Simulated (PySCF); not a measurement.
**NaTl, PBE0: how much the basis matters**

PySCF, UKS reference; singlet, unpaired electrons none; De to Na + Tl without counterpoise correction.

| basis | relativity | functions | Re (Å) | ωe (cm⁻¹) | De (eV) | μ (D) |
| --- | --- | --- | --- | --- | --- | --- |
| def2-SVP | scalar-relativistic core potentials | 41 | 3.276 | 133 | 0.73 | -1.28 |
| def2-SVPD | scalar-relativistic core potentials | 50 | 3.268 | 135 | 0.74 | -1.25 |
| aug-cc-pVDZ/aug-cc-pVDZ-PP | scalar-relativistic core potentials | 59 | 3.264 | 137 | 0.74 | -1.15 |

Task: How does each smaller set differ from the one with most functions, aug-cc-pVDZ/aug-cc-pVDZ-PP?

Result: def2-SVP: +1.2 pm, -2.9 % in ωe, -0.01 eV in De; def2-SVPD: +0.4 pm, -1.5 % in ωe, +0.00 eV in De. All at PBE0; the set with most functions is neither the basis-set limit nor always the best.

A positive dipole means Na(−)Tl(+). Closed-shell solutions of metal pairs were not tested for spin polarisation, which can lower them a little. These are scalar-relativistic numbers at best; spin–orbit coupling would shift them, the dissociation energy most.
